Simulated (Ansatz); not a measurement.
System: HSiOBr, charge 0, singlet. HSiOBr (SMILES O[Si]Br).
B3LYP-D3(BJ)/def2-TZVP minimum from Ansatz (an electronic-structure program):
```xyz
4

Si    -0.1593    -0.9464     0.9416
Br     0.2855     0.8939    -0.3275
O     -0.8305    -1.9070    -0.2229
H     -1.1186    -2.7822     0.0625
```

Total energies in def2-SVP, 18 correlated electrons, 20 frozen orbitals. Radicals and triplets start from unrestricted determinants; spin-orbit coupling is neglected. Cores are frozen in correlated methods (noble-gas shells, and filled d and f shells in the p block). No relativity. Spin-orbit terms, left out, reach several kcal/mol for Br and I, and more for heavier atoms.

```csv
method,program,energy (Eh),minus CCSDT(Q) (mEh)
HF,Ansatz,-2936.38379,423.37
MP2,Ansatz,-2936.76888,38.29
CCSD,Ansatz,-2936.79421,12.96
CCSD(T),Ansatz,-2936.80517,2.00
CCSDT(Q),Ansatz,-2936.80717,0.00
```

Rough core times of Ansatz's runs on a shared machine: CCSD(T) under 20 s, CCSDT(Q) 70 s.
